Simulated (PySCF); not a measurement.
# Electronic structure of Ga (gallium, neutral) at the UHF level

Configuration: [Ar] 3d10 4s2 4p1, 2P determinant. Computed with PySCF 2.14 in ANO-RCC-VTZP (6s5p3d1f, 43 functions), with scalar relativity by spin-free X2C-1e.

```
Total energy                                                  : -1942.176231 hartree
One-electron energy                                           : -2709.0642 hartree
Hartree (Coulomb) energy                                      : 841.4264 hartree
Exchange energy                                               : -74.5385 hartree
⟨S²⟩                                                          : 0.7605
⟨L²⟩                                                          : 2.031
Sum of ⟨r⟩                                                    : 23.20 bohr
Sum of ⟨r²⟩                                                   : 39.66 bohr²
Traceless quadrupole moment −½Σ⟨3z² − r²⟩ along its main axis : -5.28 e·bohr²
Langevin diamagnetic susceptibility                           : -31.4 ×10⁻⁶ cm³/mol
```

| shell | electrons | mean orbital energy (hartree) | spread (hartree) | rms radius, mean of both spins (bohr) |
| --- | --- | --- | --- | --- |
| 1s α | 1 | -383.68239 | 0 | 0.0560 |
| 1s β | 1 | -383.68130 | 0 | 0.0560 |
| 2s β | 1 | -49.27818 | 0 | 0.235 |
| 2s α | 1 | -49.27782 | 0 | 0.235 |
| 2p α | 3 | -42.73676 | 0.00036 | 0.211 |
| 2p β | 3 | -42.73610 | 0.00269 | 0.211 |
| 3s α | 1 | -6.57478 | 0 | 0.698 |
| 3s β | 1 | -6.57386 | 0 | 0.698 |
| 3p α | 3 | -4.52025 | 0.00021 | 0.737 |
| 3p β | 3 | -4.51814 | 0.01036 | 0.737 |
| 3d α | 5 | -1.16119 | 0.00723 | 0.898 |
| 3d β | 5 | -1.16053 | 0.01076 | 0.898 |
| 4s α | 1 | -0.46334 | 0 | 2.65 |
| 4s β | 1 | -0.40097 | 0 | 2.65 |
| 4p α | 1 | -0.21337 | 0 | 3.60 |

Densities and radii are taken from the X2C orbitals without a picture-change correction, which distorts them close to the nucleus.

Spin-orbit constants ζ (cm⁻¹) from the X2C one-electron operator on these orbitals: bare nucleus, nucleus screened by l(l+1)(2l+1)/3 electrons, and screened by the Breit-Pauli mean field of the electrons.

| shell | bare | screened nucleus | mean field |
| --- | --- | --- | --- |
| 2p | 154700 | 144700 | 140200 |
| 3p | 20000 | 18710 | 18010 |
| 3d | 2085 | 1413 | 1297 |
| 4p | 555.7 | 519.9 | 494.3 |

To first order the Landé constant is A = 494.3 cm⁻¹, so the lowest level has J = 1/2 and lies 0.0613 eV below the centre of the term.
